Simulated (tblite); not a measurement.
Species: C₇H₆FS (doublet state).
Z-matrix (Å and degrees, GFN2-xTB geometry), rows numbered from 1:
```
C 
S   1  1.8211
C   2  1.7687  1  103.11
C   3  1.4043  2  117.47  1   139.90
C   4  1.3579  3  118.00  2   178.45
C   5  1.3664  4  125.60  3     1.01
C   6  1.3905  5  116.81  4     0.20
C   7  1.3838  6  119.42  5    -1.74
F   8  1.3534  3  120.14  2    -0.46
H   1  1.0855  2  105.66  3  -162.22
H   1  1.0850  2  110.49  3    78.60
H   1  1.0853  2  109.27  3   -43.72
H   4  1.0779  3  119.08  2    -1.78
H   6  1.0779  5  122.52  4  -179.63
H   7  1.0794  6  121.46  5  -179.76
```

Calculated harmonic vibrations of the isolated species, GFN2-xTB (tblite), most abundant isotopes, no scaling. Against measured fundamentals such values can be off by several per cent, at times by over 20. One conformer, not necessarily the lowest. Open shells enter through the occupations alone, without spin polarisation, and single modes of such species can be off by tens of per cent.

Harmonic wavenumbers (cm⁻¹): 35.6, 108.4, 150.9, 205.8, 235.2, 266.4, 342.8, 392.2, 472.2, 474.8, 514.0, 624.6, 644.5, 723.2, 763.8, 786.8, 842.2, 884.1, 940.4, 955.9, 1012.4, 1080.2, 1125.6, 1193.0, 1210.1, 1253.0, 1316.1, 1381.5, 1406.4, 1440.6, 1452.3, 1503.9, 1592.1, 3040.9, 3051.3, 3057.3, 3088.1, 3098.8, 3099.7.

A = 2620, B = 1156, C = 841.6 MHz; mass 141.017 u (most abundant isotopes); point group C1, symmetry number 1; spin multiplicity 2.

Q: What is the zero-point energy?

A: Half the sum of the wavenumbers: 22884 cm⁻¹ = 273.75 kJ/mol.

Q: What is S at 200 K and 1 bar for an ideal gas of classical rigid rotors and harmonic oscillators?

A: Translation 162.28, rotation 117.29, vibration 63.35, spin (R ln 2) 5.76: S = 348.7 J/(mol K).

Q: And Cp and H(200 K) − H(0)?

A: Cp = 106.34 J/(mol K), of which vibrations give 73.08 (their classical limit is 39 R = 324.3); H(200 K) − H(0) = 13.64 kJ/mol without the zero-point energy, 6.98 from vibrations.

Q: How do the functions run with temperature in this model?

A: 
```tsv
T (K)	S (J/(mol K))	Cp (J/(mol K))	H − H(0) (kJ/mol)	G − H(0) (kJ/mol)	ln q(vib)
50	250.1	48.4	2.00	-10.51	0.51
100	289.7	68.1	4.91	-24.06	1.39
298.15	398.1	143.4	25.90	-92.79	5.52
373.15	433.2	169.6	37.66	-123.97	7.15
500	488.1	206.2	61.60	-182.46	9.91
750	581.7	254.1	119.68	-316.57	15.16
1000	659.1	283.2	187.11	-471.95	20.01
```

q(vib) and H(0) count from the zero-point level.

Q: Which modes carry the vibrational entropy at 200 K?

A: 35.6 cm⁻¹: 19.66; 108.4 cm⁻¹: 10.59; 150.9 cm⁻¹: 8.03; 205.8 cm⁻¹: 5.77; 235.2 cm⁻¹: 4.87; 266.4 cm⁻¹: 4.07 J/(mol K); the other 33 give 10.35 together.

Q: What must be added to the electronic energy to get the Gibbs energy at 200 K and 1 bar?

A: ZPE + [H(200 K) − H(0)] − T·S = 273.75 + 13.64 − 69.74 = 217.65 kJ/mol.

Hindered rotation and anharmonicity are outside this model. Other conformers, if any are populated, would add a mixing term that is left out. The structure is chiral; the term R ln 2 for an equal mix with its mirror image is left out.
